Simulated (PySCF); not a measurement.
# Polarisability and C₆ of Ar(3+) (argon, charge +3)

[Ne] 3s2 3p3, high-spin 4S determinant. Computed with PySCF 2.14 in x2c-TZVPPall with one added diffuse shell each of s, p, d type (6s6p4d1f, 51 functions), with scalar relativity by spin-free X2C-1e. Coupled (time-dependent) response in atomic units; α is the mean over directions.

```csv
method,mean α (bohr³),C₆ (like pair),S(−4)
UHF,3.669,9.963,4.787
PBE,3.575,9.712,4.120
PBE0,3.583,9.726,4.200
revPBE,3.594,9.772,4.217
BLYP,3.559,9.658,4.013
```

S(−4) is the Cauchy moment in α(ω) = α(0) + S(−4) ω² + …

α(iu) at PBE:

| u (hartree) | α(iu) (bohr³) |
| --- | --- |
| 0 | 3.575 |
| 0.0500 | 3.565 |
| 0.100 | 3.535 |
| 0.200 | 3.420 |
| 0.300 | 3.250 |
| 0.500 | 2.819 |
| 0.750 | 2.263 |
| 1.00 | 1.789 |
| 1.50 | 1.141 |
| 2.00 | 0.7728 |
| 3.00 | 0.4209 |
| 5.00 | 0.1903 |

A single London oscillator, α(iu) = α/(1 + u²/ω²), gives C₆ = (3/4) ω α². Matching the computed C₆ needs ω = 4 × 9.712 / (3 × 3.575²) = 1.01 hartree.

For an ion, C₆ is the dispersion term alone; charge-induced terms of lower order in 1/R come first.
